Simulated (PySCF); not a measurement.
A calculated (TPSS, PySCF 2.14, jorge-DZP-DKH, scalar relativity by spin-free X2C-1e) atom or ion has these occupied shells.

| shell | electrons | orbital energy (eV) | rms radius, mean of both spins (bohr) |
| --- | --- | --- | --- |
| 1s | 2 | -3536.6 | 0.0937 |
| 2s | 2 | -361.45 | 0.421 |
| 2p | 6 | -286.99 | 0.390 |
| 3s | 2 | -42.055 | 1.36 |
| 3p | 6 | -25.123 | 1.55 |

Question: Name the element and its charge.

Answer: K⁺ (potassium, charge +1), in [Ar], closed-shell 1S.
